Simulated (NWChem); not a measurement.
Species: SiCl cation, singlet

```xyz
2

Si     0.0000     0.0000    -1.0823
Cl     0.0000     0.0000     0.8965
```
Atoms are numbered in this order, from 1.

Results from NWChem. Low-valent species are run as closed-shell singlets; no triplet was tried in these runs. The geometry was optimised at B3LYP/6-31G* (spherical d). GIAO values for the isolated, static molecule; σ is the absolute isotropic shielding.

```tsv
level	basis functions	σ Si1 (ppm)	σ Cl2 (ppm)
B3LYP/cc-pVDZ	36	222.7	204.2
B3LYP/cc-pVTZ	68	(withheld)	(withheld)
B3LYP/cc-pCVTZ	118	152.8	154.6
B3LYP/pcSseg-1	48	142.6	117.9
B3LYP/pcSseg-2	86	138.7	136.7
```

**Question.** Some entries are withheld; supply them.

**Answer.** 
- B3LYP/cc-pVTZ, σ Si1 (ppm): 164.8
- B3LYP/cc-pVTZ, σ Cl2 (ppm): 184.4
